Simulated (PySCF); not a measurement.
Computed NMR parameters against published values

Cartesian coordinates in Å; atom numbers follow the order of the lines, from 1:
```xyz
17

C    -2.330   -0.833   -0.403
S    -1.528    0.255    0.754
O    -1.961    1.629    0.504
O    -1.649   -0.332    2.084
C     0.206    0.162    0.265
C     0.948    1.338    0.244
C     2.305    1.220   -0.046
C     2.829   -0.044   -0.311
C     1.974   -1.147   -0.276
N     0.680   -1.047    0.014
H    -2.261   -0.403   -1.410
H    -1.842   -1.813   -0.341
H    -3.374   -0.887   -0.068
H     0.460    2.293    0.443
H     2.945    2.105   -0.072
H     3.887   -0.178   -0.547
H     2.352   -2.152   -0.491
```

Published estimates (parent shift plus substituent increments) and measurements: δ 13C C5 158.3; C9 150.1; C7 138.3; C8 127.4; C6 121.1 ppm (estimated from measurements, as parent shift plus tabulated substituent increment; solution, not stated per compound (mostly CDCl3 or CCl4); Pretsch, Buehlmann, Badertscher, Structure Determination of Organic Compounds, 4th ed. (2009)).

Theoretical values (PySCF): GIAO PBE0/pcSseg-1 shieldings, structure optimised with PBE0-D3(BJ)/def2-SVP. Equivalent nuclei averaged, single conformer, non-relativistic, isolated molecule.

(1) How close does the calculation come?

(2) How far are the unscaled 13C shifts from the references?

## Answers

(1) 
Reference values: estimated from measurements, as parent shift plus tabulated substituent increment (solution, not stated per compound (mostly CDCl3 or CCl4); Pretsch, Buehlmann, Badertscher, Structure Determination of Organic Compounds, 4th ed. (2009)).
```
atoms  quantity  reference  computed  computed, scaled
   C5     δ 13C      158.3     167.1             160.9
   C9     δ 13C      150.1     154.4             148.6
   C7     δ 13C      138.3     143.8             138.4
   C8     δ 13C      127.4     131.5             126.5
   C6     δ 13C      121.1     126.2             121.3
```

Computed shifts are σ(ref) − σ with the named reference compound (TMS for H and C) calculated as an isolated molecule at the same level. The measured values may be among those fitted. Scaled to experiment by linear calibration (H and C: mostly CDCl3 data, vs TMS): 13C: δ = 177.62 − 0.967σ (rms 1.9 ppm, 903 shifts, 2.3 ppm with the 23 outliers that the fit left out). Occasional misses reach two or three times the rms, and more in compound classes unlike the fitted ones.

(2) Mean signed difference +5.56 ppm, mean absolute 5.56 ppm over 5 comparisons; the largest is +8.8 ppm at C5 (aromatic carbon bearing sulfur).
